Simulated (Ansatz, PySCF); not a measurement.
Ways to break one bond of OCl (HOCl):

A. OCl (HOCl) → [O]Cl + H atom
B. OCl (HOCl) → [OH] (HO) + Cl atom

Quantity: bond dissociation energy (enthalpy at 298 K, with B3LYP-D3(BJ) rigid-rotor harmonic-oscillator terms from PySCF), kcal/mol. Geometries: B3LYP-D3(BJ)/def2-TZVP minima from Ansatz (a first-principles code). Cores are frozen in the correlated levels unless marked. Open shells are spin-unrestricted. Spin-orbit coupling is left out. Non-relativistic. CBS marks a two-point X^-3 extrapolation of the correlation energy; Hartree-Fock from the larger set.

```tsv
	PBE0-D3(BJ)/def2-TZVP (Ansatz + dftd3)	SCS-MP2/cc-pV(D+d)Z (Ansatz)	SCS-MP2/def2-TZVPPD (Ansatz)	CCSD(T)/CBS(aug-cc-pV(T+d)Z,aug-cc-pV(Q+d)Z) (Ansatz)
A	89.0	96.1	101.6	96.0
B	55.7	45.9	55.5	56.9
```
